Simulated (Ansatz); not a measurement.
CH4FSSi, SMILES `C[SiH](F)[S]` radical, relaxed with UKS PBE-D4/def2-SVP in Ansatz from a rough embedded geometry. The force threshold is 0.03 eV/Å; the program also tests the step.

Charge 0, multiplicity 2.

Start:

```xyz
8

C    -0.919    0.156   -0.167
Si    0.801   -0.085    0.255
F     0.856   -1.093    1.471
S     1.884   -0.890   -1.306
H    -1.524    0.601    0.607
H    -1.078    0.850   -1.068
H    -1.443   -0.774   -0.464
H     1.424    1.236    0.671
```

(1) How much energy does the relaxation release, and in how many steps? (An estimate is asked.)

(2) Which bonds change most? (An estimate is asked.)

(3) Give the relaxed structure. (An estimate is asked.)

## Answers

(1) Ansatz gave: 6.72 kcal/mol, in 4 steps.

(2) Ansatz gave: C1–Si2 from 1.788 to 1.879 Å; Si2–F3 from 1.580 to 1.644 Å; Si2–S4 from 2.064 to 2.119 Å; C1–H6 from 1.148 to 1.107 Å.

(3) The calculation gave: 
```xyz
8

C    -0.986    0.164   -0.217
Si    0.813   -0.079    0.268
F     0.835   -1.040    1.601
S     1.889   -0.881   -1.372
H    -1.552    0.543    0.658
H    -1.074    0.888   -1.050
H    -1.435   -0.799   -0.533
H     1.511    1.202    0.646
```
